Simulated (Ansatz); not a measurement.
Species: C$_{3}$H$_{11}$GeN (charge 0, singlet). 
Geometry from a B3LYP-D3(BJ)/def2-TZVP (Ansatz, a quantum-chemistry and plane-wave program) optimisation:
```xyz
16

C      2.3849    -0.0002    -0.2707
C      1.3470    -1.1065    -0.1619
N     -0.0063    -0.6758    -0.4928
C     -0.9269    -1.8017    -0.5410
Ge    -0.6752     0.8542     0.3220
H      3.3848    -0.4120    -0.1257
H      2.2405     0.7748     0.4848
H      2.3439     0.4721    -1.2534
H      1.6123    -1.9097    -0.8598
H      1.3938    -1.5538     0.8466
H     -1.9236    -1.4694    -0.8327
H     -0.5853    -2.5247    -1.2894
H     -1.0140    -2.3395     0.4173
H      0.1054     2.0849    -0.1612
H     -2.1476     0.9439    -0.1083
H     -0.5882     0.7805     1.8696
```
Charge 0, spin multiplicity 1.

Computed values are from Ansatz. Cores are frozen in the correlated levels unless marked. UHF or UKS for open shells. No spin-orbit coupling. The frozen core is the preceding noble-gas configuration, with the filled d and f shells of earlier blocks. Non-relativistic. CBS(X,Y): correlation extrapolated as X^-3; Hartree-Fock from the larger set.

What is the dipole moment at CCSD(T)/aug-cc-pVDZ?

0.55 D.

What is the atomisation energy De at CCSD(T)/CBS(cc-pVTZ,cc-pVQZ)?

1345.1 kcal/mol.

What is the T1 diagnostic at CCSD/cc-pVQZ?

0.010.

What is the total energy at CCSD(T)/CBS(cc-pVTZ,cc-pVQZ)?

-2250.9760 Eh.
